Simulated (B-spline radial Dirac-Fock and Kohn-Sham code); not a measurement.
## Photoelectron lines of Ti⁴⁺ at 12000 eV

System: Ti⁴⁺, 1s2 2s2 2p6 3s2 3p6.

The run's input, task.json:

```json
{"items": [{
  "Z": 22,
  "q": 4,
  "cfg": [[1, 0, 2], [2, 0, 2], [2, 1, 6], [3, 0, 2], [3, 1, 6]],
  "A": 48,
  "rrms": 3.5921,
  "do": ["binding", "quiet", "photo", "scan"],
  "hv": [40.81, 80, 300, 599.0, 2350.0, 4000, 4830.0, 6000, 8047.8, 8980.0, 12000, 18000.0, 55200.0, 150000.0, 197000.0, 200000]
}]}
```

Launch: `python xray_run.py task.json out`

The computed values come from an atomic code on a B-spline grid: independent-particle photoionisation in a Dirac-Hartree-Slater potential with a Latter tail, all multipoles, thresholds from Dirac-Fock ΔSCF. The asymmetry parameter β is from the dipole term alone. Kinetic energies are from the vacuum level.

| subshell | electrons | binding (eV) | kinetic (eV) | σ (kb) | β |
| --- | --- | --- | --- | --- | --- |
| K (1s) | 2 | 5036.5 | 6963.5 | ? | ? |
| L1 (2s) | 2 | 636.0 | 11364.0 | 0.350 | 2.00 |
| L2 (2p1/2) | 2 | 534.1 | 11465.9 | 0.0398 | 0.52 |
| L3 (2p3/2) | 4 | 528.5 | 11471.5 | 0.0741 | 0.49 |
| M1 (3s) | 2 | 129.5 | 11870.5 | 0.0513 | 2.00 |
| M2 (3p1/2) | 2 | 98.78 | 11901.2 | 0.00552 | 0.50 |
| M3 (3p3/2) | 4 | 98.05 | 11901.9 | 0.0103 | 0.47 |

Question: What are σ and β for K (1s)?

Answer: σ = 4.78 kb, the largest of all subshells and 90 % of the total, and β = 2.00.
